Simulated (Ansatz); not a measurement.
ZnBr₂, relaxed as a singlet with RKS PBE0-D4/def2-TZVP in Ansatz, starting from the GFN2-xTB geometry. Force threshold 0.02 eV/Å.

Start:

```xyz
3

Zn    0.004    0.003    0.008
Br   -0.543   -1.973    1.007
Br    0.538    1.970   -1.014
```

```csv
step,energy (eV),largest force component (eV/Å),SCF passes
1,-188492.8976,0.688,16
2,-188492.9365,0.098,25
3,-188492.9372,0.005,26
```

Force components are those of the run's own axes.

End:

```csv
atom,x (Å),y (Å),z (Å)
Zn1,0.0015,0.0009,0.0025
Br2,-0.5280,-1.9236,0.9844
Br3,0.5265,1.9227,-0.9869
```

By distances, no bond broke or formed. The bond that changes most is Zn1–Br3, from 2.28 to 2.22 Å (atoms count from 1).

No frequencies were taken in this run, so the end may be a saddle point.

Hardware: 4 threads of Arm Neoverse V1 on a shared host. Wall time 6.5 s.
